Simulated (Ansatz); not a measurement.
Ansatz (a first-principles code) input (CCSD(T)/def2-TZVPPD):
A basis named .json is the Basis Set Exchange file of that set.

Ansatz 0.2 input:
```yaml
crystal:
  periodic: [false, false, false]
  atoms:
    - {symbol: Mg, position_ang: [-0.00000000, -0.00000000, -1.30205059]}
    - {symbol: Cl, position_ang: [0.00000000, 0.00000000, 0.91909453]}
basis:
  gaussian:
    orbitals: def2-TZVPPD.json
total_charge: 1
magnetization: {spin_polarized: false}
correlation: {method: ccsd_t, electrons: outside_noble_gas}
```

End of the output:

```
integrals: 0.07 GiB planned
603 factors; integrals over basis functions are off by at most 1.3e-3 eV
mean field: 0.17 GiB planned
mean field evaluation 1: about -17926.4007 eV, gradient 3.6e1 eV
mean field evaluation 2: about -17926.4031 eV, gradient 3.6e1 eV
mean field evaluation 4: about -17929.7979 eV, gradient 1.2e0 eV
mean field evaluation 8: about -17929.8050 eV, gradient 1.8e-3 eV
mean field evaluation 16: about -17929.8063 eV, gradient 3.2e-1 eV
mean field -17929.80502743 eV, -658.9081814996 hartree, gradient 1.3e-6 eV, S^2 0.000000; 0 other end points of the search recorded, 0 dependent functions left out
10 core orbitals not correlated
reference -17929.80502743 eV, -658.9081814996 hartree; 4, 4 occupied and 72, 72 virtual orbitals, 603 factors
second order -5.61307147 eV of doubles, -0.00000000 eV of singles
coupled cluster: 0.17 GiB planned
cycle   1  -5.92144197 eV  change   -3.1e-1 eV  update   4.7e-2
cycle   2  -6.02833360 eV  change   -1.1e-1 eV  update   1.5e-2
cycle   3  -6.06110026 eV  change   -3.3e-2 eV  update   9.4e-3
cycle   4  -6.05969320 eV  change    1.4e-3 eV  update   3.3e-3
cycle   5  -6.05800638 eV  change    1.7e-3 eV  update   1.5e-3
cycle   6  -6.05803715 eV  change   -3.1e-5 eV  update   5.4e-4
cycle   7  -6.05808529 eV  change   -4.8e-5 eV  update   1.9e-4
cycle   8  -6.05810090 eV  change   -1.6e-5 eV  update   7.2e-5
cycle   9  -6.05811977 eV  change   -1.9e-5 eV  update   2.4e-5
cycle  10  -6.05811864 eV  change    1.1e-6 eV  update   6.9e-6
perturbative correction -0.26013958 eV, -0.0095599534 hartree
Total energy: -17936.12328565 eV, -659.1403732066 hartree
```

This state (charge 1, singlet) is run at the relaxed geometry of the species with charge 0 and multiplicity 2.
